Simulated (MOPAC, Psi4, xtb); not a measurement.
Conformational energy of SMILES O=Cc1ccc([SiH3])s1. Scanned: dihedral O1–C2–C3–S8; all other coordinates were relaxed at GFN2-xTB. Points at φ and −φ are mirror images. Heavy atoms are numbered in the order of the SMILES O=Cc1ccc([SiH3])s1, hydrogens after them in the order of the atoms that carry them; the mirror image has the same energies with the sign of each dihedral reversed.

Computed with: PBE0/def2-SVP // GFN2-xTB (Psi4); GFN1-xTB // GFN2-xTB (xtb); AM1, restricted, heats of formation // GFN2-xTB (MOPAC).

Energies in kcal/mol, each method relative to its own lowest point.

| φ / ° | PBE0/def2-SVP | GFN1-xTB | AM1 |
|---|---|---|---|
| -150 | 3.0 | 1.5 | 0.9 |
| -120 | 8.0 | 4.9 | 2.8 |
| -90 | 11.1 | 7.0 | 3.1 |
| -60 | 7.9 | 5.1 | 2.3 |
| -30 | 2.5 | 1.9 | 1.0 |
| 0 | 0.0 | 0.4 | 0.3 |
| 30 | 2.5 | 1.9 | 1.0 |
| 60 | 7.9 | 5.1 | 2.3 |
| 90 | 11.1 | 7.0 | 3.1 |
| 120 | 8.0 | 4.9 | 2.8 |
| 150 | 3.0 | 1.5 | 0.9 |
| 180 | 0.9 | 0.0 | 0.0 |
